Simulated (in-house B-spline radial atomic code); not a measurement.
Configurations of Al²⁺, with energies counted from [Ne] 3s1. Level of theory: non-relativistic LDA PW92, spin-polarised, spherical fractional occupations, point nucleus; calculated with a radial B-spline atomic code at the basis-set limit. Shells without spins written out take the highest spin.

Occupations are held fixed; configurations that lie above the ionisation limit could autoionise.

```csv
configuration,E - E(ref) (eV),highest orbital,its <r> (bohr)
"[Ne] 4s(1 up, 0 down)",15.54,4s up,4.709
[He] 2s2 2p5 3s1 4p1,93.191,4p up,4.888
[He] 2s2 2p5 3s1 4f1,97.298,4f up,5.587
[He] 2s1 2p6 3s1 4p1,129.83,4p up,4.898
[He] 2s1 2p6 3s1 4d1,132.77,4d up,5.855
[He] 2s1 2p6 3s1 4f1,133.91,4f up,5.586
```

Q: Order these further configurations by energy, lowest first.
A. [He] 2s2 2p5 3s1 4s1
B. [Ne] 4d(0 up, 1 down)
C. [Ne] 3d(0 up, 1 down)
D. [He] 2s2 2p5 3s2
E. [He] 2s1 2p6 3s1 3d1

A: C (14.485 eV), B (20.498 eV), D (73.312 eV), A (90.955 eV), E (124.98 eV).

Q: How far above the reference does [Ne] 4p(0 up, 1 down) lie?

A: 17.683 eV; its least bound orbital is 4p down with <r> = 5.303 bohr.

Q: How far above the reference does [He] 2s2 2p5 3s1 3d1 lie?

A: 88.392 eV; its least bound orbital is 3d up with <r> = 2.725 bohr.
